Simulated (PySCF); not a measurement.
C₆ coefficients of unlike pairs at PBE

Calculated with PySCF 2.14 from the dipole response of each species, C₆(A,B) = (3/π) ∫ α_A(iu) α_B(iu) du, in atomic units, from isotropic polarisabilities. For ions this is the dispersion term alone; charge-induced terms of lower order in 1/R come first.

```json
{"species": "Ti²⁺", "configuration": "[Ar] 3d2 (3F)", "basis": "aug-cc-pVQZ-DK (9s8p6d4f3g2h)", "relativity": "spin-free X2C", "α (bohr³)": "5.303", "C₆ (like pair)": "15.80"}
{"species": "Ne⁺", "configuration": "[He] 2s2 2p5 (2P)", "basis": "dyall-acv3z (15s9p4d2f)", "relativity": "none", "α (bohr³)": "1.349", "C₆ (like pair)": "2.396"}
{"species": "I", "configuration": "[Kr] 4d10 5s2 5p5 (2P)", "basis": "aug-cc-pwCVTZ-DK3 (10s9p7d4f1g)", "relativity": "spin-free X2C", "α (bohr³)": "34.12", "C₆ (like pair)": "375.1"}
{"species": "S⁺", "configuration": "[Ne] 3s2 3p3 (4S)", "basis": "aug-cc-pV(Q+d)Z with one added diffuse shell each of s, p, d, f, g type (8s7p6d4f3g)", "relativity": "none", "α (bohr³)": "11.01", "C₆ (like pair)": "54.24"}
```

(1) Estimate C₆ for S⁺ with Ti²⁺.

No spin-orbit coupling is included.

The other pairs:

```
     pair     C₆
    S⁺, I  141.4
  I, Ti²⁺  73.08
  S⁺, Ne⁺  9.975
   I, Ne⁺  24.93
Ne⁺, Ti²⁺  5.926
```

Results:

(1) The integral gives 28.43. The combination rule 2 C_A C_B / (C_A α_B/α_A + C_B α_A/α_B) gives 29.09 and the geometric mean 29.28.
